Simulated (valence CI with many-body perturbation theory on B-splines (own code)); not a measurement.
## Ga⁷⁺: calculated level list

Level of theory: configuration interaction combined with many-body perturbation theory (CI+MBPT): six valence electrons over a frozen Dirac-Fock core [Ar], a basis of 7 s, 7 p, 8 d, 6 f, 4 g, 1 h functions for each j, with the one-electron correlation potential Σ1 (screened to all orders), the two-electron term Σ2, the three-electron term Σ3, Breit, model QED; selected single and double excitations, second order for the rest, scaled by the run's own slope (own B-spline code, finite nucleus).

No measured spectrum was set against this ion. As an estimate, terms of the open shell hold to 2 to 4 % of their energy, and close levels can change places; different configurations can be misplaced against each other by 1,000 to 8,000 cm⁻¹. Among the levels kept, up to 440 cm⁻¹ of a level comes from second order outside the variational space, and about a tenth of that is noise between levels of different J, which matters for small intervals. Only levels of the ground parity were solved; by the run's estimate the other parity begins above the list, which can be wrong where configurations are misplaced.

Levels 1 to 30 of 30, with energies above the lowest level, 3d⁶ ⁵D_4. "Leading %" is the weight of the configuration and term that name the level; weights of strongly mixed levels are sums over their largest components and can fall short. In the jj column 3d3/2^4 stands for four electrons in 3d with j = 3/2.

| No. | Configuration | Term | J | E (cm⁻¹) | Leading % | Second component | Leading jj | g |
| --- | --- | --- | --- | --- | --- | --- | --- | --- |
| 1 | 3d⁶ | ⁵D | 4 | 0.0 | 99 |  | 3d3/2^3 3d5/2^3 (47 %) | 1.498 |
| 2 | 3d⁶ | ⁵D | 3 | 1972 | 99 |  | 3d3/2^3 3d5/2^3 (53 %) | 1.499 |
| 3 | 3d⁶ | ⁵D | 2 | 3232 | 99 |  | 3d3/2^2 3d5/2^4 (62 %) | 1.499 |
| 4 | 3d⁶ | ⁵D | 1 | 4033 | 98 |  | 3d3/2^3 3d5/2^3 (46 %) | 1.500 |
| 5 | 3d⁶ | ⁵D | 0 | 4420 | 98 |  | 3d3/2^2 3d5/2^4 (70 %) |  |
| 6 | 3d⁶ | ³P | 2 | 35307 | 98 |  | 3d3/2^4 3d5/2^2 (37 %) | 1.495 |
| 7 | 3d⁶ | ³H | 6 | 35434 | 98 |  | 3d3/2^3 3d5/2^3 (70 %) | 1.164 |
| 8 | 3d⁶ | ³H | 5 | 36310 | 92 | 7 % 3d⁶ ³G | 3d3/2^3 3d5/2^3 (62 %) | 1.044 |
| 9 | 3d⁶ | ³H | 4 | 36533 | 73 | 14 % 3d⁶ ³F | 3d3/2^4 3d5/2^2 (37 %) | 0.892 |
| 10 | 3d⁶ | ³F | 4 | 39223 | 73 | 21 % 3d⁶ ³H | 3d3/2^2 3d5/2^4 (70 %) | 1.146 |
| 11 | 3d⁶ | ³F | 3 | 40003 | 90 | 9 % 3d⁶ ³G | 3d3/2^3 3d5/2^3 (60 %) | 1.054 |
| 12 | 3d⁶ | ³F | 2 | 40792 | 98 |  | 3d3/2^2 3d5/2^4 (44 %) | 0.670 |
| 13 | 3d⁶ | ³P | 1 | 40867 | 98 |  | 3d3/2 3d5/2^5 (56 %) | 1.492 |
| 14 | 3d⁶ | ³P | 0 | 42543 | 94 | 5 % 3d⁶ ¹S | 3d5/2^6 (48 %) |  |
| 15 | 3d⁶ | ³G | 5 | 44498 | 92 | 7 % 3d⁶ ³H | 3d3/2^2 3d5/2^4 (62 %) | 1.188 |
| 16 | 3d⁶ | ³G | 4 | 46314 | 87 | 9 % 3d⁶ ³F | 3d3/2^2 3d5/2^4 (36 %) | 1.059 |
| 17 | 3d⁶ | ³G | 3 | 46944 | 90 | 9 % 3d⁶ ³F | 3d3/2^2 3d5/2^4 (62 %) | 0.780 |
| 18 | 3d⁶ | ¹I | 6 | 54441 | 98 |  | 3d3/2^2 3d5/2^4 (70 %) | 1.001 |
| 19 | 3d⁶ | ³D | 2 | 56119 | 93 | 4 % 3d⁶ ¹D | 3d3/2^2 3d5/2^4 (45 %) | 1.161 |
| 20 | 3d⁶ | ³D | 1 | 56453 | 98 |  | 3d3/2^2 3d5/2^4 (55 %) | 0.508 |
| 21 | 3d⁶ | ³D | 3 | 56798 | 98 |  | 3d3/2^3 3d5/2^3 (55 %) | 1.330 |
| 22 | 3d⁶ | ¹G | 4 | 57389 | 94 |  | 3d3/2^2 3d5/2^4 (43 %) | 1.002 |
| 23 | 3d⁶ | ¹S | 0 | 65866 | 94 | 5 % 3d⁶ ³P | 3d3/2^2 3d5/2^4 (31 %) |  |
| 24 | 3d⁶ | ¹D | 2 | 66371 | 93 | 5 % 3d⁶ ³D | 3d3/2 3d5/2^5 (34 %) | 1.006 |
| 25 | 3d⁶ | ¹F | 3 | 77643 | 96 |  | 3d3/2^3 3d5/2^3 (69 %) | 1.003 |
| 26 | 3d⁶ | ³P | 0 | 89505 | 98 |  | 3d3/2^4 3d5/2^2 (51 %) |  |
| 27 | 3d⁶ | ³P | 1 | 91162 | 99 |  | 3d3/2^3 3d5/2^3 (79 %) | 1.499 |
| 28 | 3d⁶ | ³F | 2 | 92768 | 99 |  | 3d3/2^2 3d5/2^4 (64 %) | 0.667 |
| 29 | 3d⁶ | ³F | 4 | 92791 | 98 |  | 3d3/2^2 3d5/2^4 (63 %) | 1.246 |
| 30 | 3d⁶ | ³F | 3 | 93390 | 96 |  | 3d3/2^3 3d5/2^3 (47 %) | 1.081 |

The ionisation energy to 3d⁵ ⁶S5/2 of the next ion comes out as 168.39 eV (NIST: 169.9 ± 1.7 eV (theoretical)). All 30 levels together are meant to be complete up to 94616 cm⁻¹.
